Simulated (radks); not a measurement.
Values are calculated unless marked as measured or tabulated.
Question: Numerical settings for the antimony ion Sb3+, [Kr] 4d10 5s2. Level of theory: Dirac Kohn-Sham, PBE, spin-unpolarised, spherical densities, point nucleus (a radial shooting solver on a logarithmic mesh with Libxc functionals). The defaults (mesh step 0.008 in ln r, mesh end at 40 bohr or more with all orbitals vanishing there, Anderson mixing 0.5 over 9 steps, residual threshold near 1e-9 with the energy settled to 1e-9 hartree or 1e-11 of itself, here a cap of 97 iterations) give E = -6481.7050 hartree and 5s1/2 at -38.896 eV in 14 iterations. Run on one thread of a shared host, so times are rough (Arm Neoverse V1): 0.13 s of CPU time, 0.13 s wall, 14 iterations on 2501 mesh points. One setting is changed at a time: mesh step in ln r 0.02; mesh step in ln r 0.05; mesh step in ln r 0.003; mesh end (bohr) 3; mesh end (bohr) 8; residual threshold 1e-05; residual threshold 0.001; mixing 2.5; linear mixing, mixing 1; linear mixing, mixing 0.05; mixing history 2; iteration cap 8. Which runs fail to converge, and which converge to a wrong energy?

Answer: Not converged within the cap: linear mixing, mixing 1; linear mixing, mixing 0.05; iteration cap 8. Settings that end as converged yet miss the energy by more than 1 mhartree: mesh end (bohr) 3 (+0.494 hartree).
